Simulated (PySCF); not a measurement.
## Simulated absorption spectrum

C5H10P2.
SMILES: `P(CC=C)(C=C)P`

Computed with TDDFT CAM-B3LYP/def2-SVPD, vertical, gas phase, core orbitals frozen in the response (PySCF). The structure is a single GFN2-xTB conformer in the gas phase; no vibrational or solvent corrections. Torsions of this conformer, `[CH2:1]=[CH:2][CH2:3][P:4]([PH2:5])[CH:6]=[CH2:7]`: C1–C2–C3–P4 -106°, C2–C3–P4–P5 71°, C3–P4–C6–C7 -123°, H–P5–P4–C3 -173°, H–P5–P4–C3 -81°.

Broadening: Gaussians 0.4 eV wide at half height, area fixed by f = 4.319×10⁻⁹ ∫ε dν̃. The width is an assumption, not a result. The curve ends short of the highest state used, and states not computed would add to its high-energy end.

E (eV), ε (L mol⁻¹ cm⁻¹) and a bar:
```
     4.73         18 
     4.77         40 
     4.80         71 
     4.84        145 
     4.88        280 #
     4.91        441 #
     4.95        771 ##
     4.98       1131 ###
     5.02       1795 #####
     5.05       2447 #######
     5.09       3527 ##########
     5.13       4813 ##############
     5.16       5864 #################
     5.20       7282 #####################
     5.23       8277 #######################
     5.27       9395 ###########################
     5.30      10012 ############################
     5.34      10492 ##############################
     5.38      10601 ##############################
     5.41      10494 ##############################
     5.45      10217 #############################
     5.48       9997 ############################
     5.52       9795 ############################
     5.55       9754 ############################
     5.59       9848 ############################
     5.63      10041 ############################
     5.66      10177 #############################
     5.70      10236 #############################
     5.73      10129 #############################
     5.77       9735 ############################
     5.80       9252 ##########################
     5.84       8408 ########################
     5.88       7423 #####################
     5.91       6659 ###################
     5.95       5682 ################
     5.98       5017 ##############
     6.02       4247 ############
     6.05       3759 ###########
     6.09       3213 #########
     6.13       2768 ########
     6.16       2488 #######
     6.20       2181 ######
     6.23       2003 ######
     6.27       1848 #####
```

Question: Where are the band maxima, and which computed states make them?

Answer: 231 nm (5.37 eV), ε about 11000, made up of S1 (90%) and S2 (10%); 218 nm (5.69 eV), ε about 10000, made up of S1 (10%) and S2 (85%) (hardly more than a shoulder) (ε in L mol⁻¹ cm⁻¹; maxima over ε = 5, shares over 10%). The states used: S1 5.33 eV (f 0.145); S2 5.72 eV (f 0.131); S3 5.90 eV (f 0.011); S4 6.06 eV (f 0.023); S5 6.22 eV (f 0.0084); S6 6.57 eV (f 0.029); S7 6.80 eV (f 0.114); S8 6.87 eV (f 0.089).

Question: What would ε be at 5.37 eV, the highest of these maxima, with half the width (0.2 eV)?

Answer: About 17800 L mol⁻¹ cm⁻¹ against 10600, a factor of about 1.7; a lone state at its own centre would give exactly 2.

Question: On this curve, what absorbance would a 10⁻⁵ mol/L sample give at 248 nm over a 1 cm path?

Answer: 248 nm is 4.999 eV, where ε is about 1400 L mol⁻¹ cm⁻¹, so A = ε c l ≈ 0.014 (Beer–Lambert, with the gas-phase spectrum and the assumed width).

Question: Coming from long wavelengths, where does ε first pass 100 L mol⁻¹ cm⁻¹?

Answer: At about 257 nm (4.82 eV), 0.51 eV below S1.

Time: 77 s of wall time; peak memory 0.98 GiB. Hardware: one thread of an Arm Neoverse V2 (shared host).
